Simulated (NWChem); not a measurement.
# CH₃NOSn; SMILES O=C=[N][SnH3]

def2 effective core potentials on Sn; no spin-orbit coupling.

Q: Give the equilibrium geometry at PBE-D3(BJ)/def2-SVP with def2 effective core potentials on Sn (NWChem) as an XYZ file, with the point group.

A: point group Cs; any orientation.
```
7

Sn     0.0202    -0.8677     0.0315
N      0.2777     1.1422     0.3617
C      0.0046     2.2704    -0.0023
O     -0.2149     3.3983    -0.2956
H      0.6360    -1.1954    -1.5456
H      0.9415    -1.6106     1.2780
H     -1.6700    -1.1817     0.1665
```
